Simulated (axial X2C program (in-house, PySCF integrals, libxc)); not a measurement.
**Worked dissociation energy of SbN: TPSS, without spin–orbit coupling**

Calculated with an in-house relativistic program for diatomic molecules. Spin-free means the one-electron spin-free X2C Hamiltonian. Basis: Sb dyall-cv3z [11s12p8d4f1g], N dyall-av3z [7s7p3d2f] (cores contracted in-house); Gaussian nuclei, density fitting, unrestricted open shells. Masses: Sb 120.904 u, N 14.003 u.

Molecular state: M_S = 0, Λ = 0 (closed shell).

| Item | Value |
| --- | --- |
| E(Sb) (2M_S = 3, M_L = 0) | -6480.528427 hartree |
| E(N) (2M_S = 3, M_L = 0) | -54.645430 hartree |
| E(SbN) at Re | -6535.313723 hartree |
| ωe | 912.7 cm⁻¹ |
| ωexe | 3.46 cm⁻¹ |

Work out De and D0.

De = -6480.528427 + (-54.645430) − (-6535.313723) = 0.13987 hartree = 3.806 eV. The zero-point energy is ωe/2 − ωexe/4 = 455 cm⁻¹ = 0.056 eV, so D0 = 3.749 eV.

The state is one determinant whose occupation by symmetry is held fixed; it was picked as the lowest of a PBE0 search that is not exhaustive. The closed shell is kept restricted, so the energy runs too high when the bond is stretched far. De is counted from the lowest determinant-based energies of the atoms at the same level, without counterpoise correction.

Each atomic determinant is the lowest at this level and need not be a pure term. Totals compare only within one Hamiltonian and basis.
